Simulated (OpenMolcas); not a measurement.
**B-: the spin-orbit constant, worked from levels**

```json
{"Program": "OpenMolcas 26.06", "Basis": "ANO-RCC-VTZP [4s3p2d1f]", "Scalar Hamiltonian": "DKH2, point nucleus", "Active space": "2 electrons in 3 orbitals (2p)", "State averaging": "2S+1 = 3 even, 3 roots; 2S+1 = 1 even, 6 roots", "Spin-orbit coupling": "RASSI with atomic mean-field integrals over the reference wave functions, term energies averaged over their components"}
```

Methods: CASSCF; SS-CASPT2, IPEA 0.25 Eh, imaginary shift 0.1 Eh (closed shells correlated: 1s 2s).

**The spin-orbit constant.** For the Hund term ³P of p2, E(J) = (A/2) J(J+1) + constant and ζ = 2S·A = 2A. From J = 0 to J = 2 the energy changes by 3 A.

```
   Source  E(2) - E(0)    A  ζ
   CASSCF         10.2  3.4  7
SS-CASPT2         10.2  3.4  7
```

All in cm-1. Both methods take the spin-orbit matrix elements from the reference wave functions, so the second can move ζ only through the term energies and any multistate remixing. Second-order mixing with other terms is absorbed into this ζ.

With the s shell closed, the reference lacks s² → p² mixing. No diffuse functions were added, so excited terms of the anion can stand markedly too high. Without dynamic correlation excited terms often stand tens of per cent too high (terms of higher spin than the ground term too low), and those without a measured partner can miss by more than the paired ones (holds for CASSCF). Only configurations of the active space appear.
